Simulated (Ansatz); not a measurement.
Computed with Ansatz.

Basis-set series for CH$_{3}$Cl$_{2}$InSe, SMILES `C[Se][In]([Cl])[Cl]`. The species carries charge 0 and has multiplicity 1. In: def2 effective core potential. The structure was optimised at the PBE0-D4/def2-TZVP level. It is one conformer, not always the lowest.

```json
{"functional": "PBE0-D4", "basis": "def2-SVP", "functions": "123", "energy (Eh)": "-3550.89859", "HOMO (eV)": "-7.27", "LUMO (eV)": "-2.19"}
{"functional": "PBE0-D4", "basis": "def2-QZVPP", "functions": "458", "energy (Eh)": "-3551.64613", "HOMO (eV)": "-7.39", "LUMO (eV)": "-2.36"}
{"functional": "ωB97M-V", "basis": "def2-SVP", "functions": "123", "energy (Eh)": "-3551.27283", "HOMO (eV)": "-9.36", "LUMO (eV)": "-0.21"}
{"functional": "ωB97M-V", "basis": "def2-QZVPP", "functions": "458", "energy (Eh)": "-3552.01574", "HOMO (eV)": "-9.52", "LUMO (eV)": "-0.56"}
```

Q: Give the rows for def2-TZVPP. (Best estimate.)

A: The calculation gave: 
```tsv
functional	basis	functions	energy (Eh)	HOMO (eV)	LUMO (eV)
PBE0-D4	def2-TZVPP	255	-3551.56487	-7.38	-2.32
ωB97M-V	def2-TZVPP	255	-3551.93728	-9.50	-0.44
```

Scalar relativity is left out up to krypton.
